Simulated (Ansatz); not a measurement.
Ga7Sb7. Total charge 0; singlet. Geometry PBE-D4/def2-SVP; atoms count from 1.

Cartesian coordinates in Å:
```
Ga 0.3962 -1.7489 -3.4071
Ga 3.2581 1.9736 1.9822
Ga 0.9350 0.2219 -1.2997
Ga 0.9997 0.1087 1.8486
Ga -1.6633 -0.4428 0.5440
Ga -2.2915 -2.2018 -1.7704
Ga -0.2034 2.1735 3.3972
Sb 1.3351 0.5395 -3.8284
Sb -0.6061 -3.9608 -2.5909
Sb 1.0121 2.5372 0.1475
Sb 1.9084 1.1246 4.3591
Sb -3.9011 -0.5428 -0.7405
Sb -1.6538 2.2285 1.1786
Sb 0.4744 -2.0105 0.1799
```

In the def2 sets Sb takes a core potential; there is no spin–orbit coupling. Single mean-field runs in def2-TZVP are fitted with def2-universal-jkfit.

Estimate the Mulliken populations from the PBE0/def2-TZVP orbitals of Ansatz.


```json
{"atom": "Ga1", "charge (e)": "0.10"}
{"atom": "Ga2", "charge (e)": "0.17"}
{"atom": "Ga3", "charge (e)": "0.06"}
{"atom": "Ga4", "charge (e)": "0.06"}
{"atom": "Ga5", "charge (e)": "0.04"}
{"atom": "Ga6", "charge (e)": "0.12"}
{"atom": "Ga7", "charge (e)": "0.17"}
{"atom": "Sb8", "charge (e)": "-0.08"}
{"atom": "Sb9", "charge (e)": "-0.11"}
{"atom": "Sb10", "charge (e)": "-0.13"}
{"atom": "Sb11", "charge (e)": "-0.16"}
{"atom": "Sb12", "charge (e)": "-0.12"}
{"atom": "Sb13", "charge (e)": "-0.04"}
{"atom": "Sb14", "charge (e)": "-0.06"}
```
Mulliken values depend strongly on the basis.

And the Mayer bond orders between heavy atoms (over 0.3)?

Ga1–Sb8 1.33 (2.51 Å); Ga1–Sb9 1.11 (2.56 Å); Ga2–Sb10 0.47 (2.95 Å); Ga2–Sb11 0.68 (2.86 Å); Ga3–Sb8 1.18 (2.58 Å); Ga3–Sb10 0.72 (2.73 Å); Ga3–Sb14 0.74 (2.72 Å); Ga4–Sb10 0.50 (2.97 Å); Ga4–Sb11 0.64 (2.86 Å); Ga4–Sb14 0.71 (2.75 Å); Ga5–Sb12 1.15 (2.58 Å); Ga5–Sb13 0.68 (2.75 Å); Ga5–Sb14 0.77 (2.68 Å); Ga6–Sb9 1.09 (2.57 Å); Ga6–Sb12 1.27 (2.53 Å); Ga7–Sb11 1.12 (2.55 Å); Ga7–Sb13 0.82 (2.65 Å); Sb10–Sb13 0.93 (2.87 Å).
